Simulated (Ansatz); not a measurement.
(BeTe)2 ring (Be₂Te₂). The state is a triplet with charge 0. Geometry PBE0-D4/def2-TZVP, that of the neutral singlet; atoms count from 1.

Cartesian coordinates in Å:
```
Be 0.911 0.041 0.502
Te -0.948 -0.318 1.745
Be -0.911 -0.041 -0.502
Te 0.948 0.318 -1.745
```

In the def2 sets Te takes a core potential; there is no spin–orbit coupling. At PBE0-D4/def2-TZVP a singlet of charge 0 lies 1.92 eV below the triplet at the same geometry.

Q: Estimate the Mulliken populations from the PBE0/def2-TZVP orbitals of Ansatz.

A: 
| atom | charge (e) | spin (α − β) |
| --- | --- | --- |
| Be1 | -0.14 | 0.50 |
| Te2 | 0.14 | 0.50 |
| Be3 | -0.14 | 0.50 |
| Te4 | 0.14 | 0.50 |
Mulliken values and Mayer orders depend strongly on the basis.

Q: Where does the spin sit?

A: Summed by element: Be 0.99, Te 1.01, of 2 unpaired in all. Largest on single atoms: Te2 0.50, Te4 0.50, Be1 0.50.

Q: And the Mayer bond orders between bonded heavy atoms (over 0.3)?

A: Be1–Te2 1.08 (2.26 Å); Be1–Be3 0.54 (2.08 Å); Be1–Te4 1.08 (2.26 Å); Te2–Be3 1.08 (2.26 Å); Be3–Te4 1.08 (2.26 Å). Values over 0.3 also appear between atoms too far apart for a bond (Te2–Te4 0.32 at 4.02 Å); they arise where an orbital or an unpaired electron spreads over both atoms.
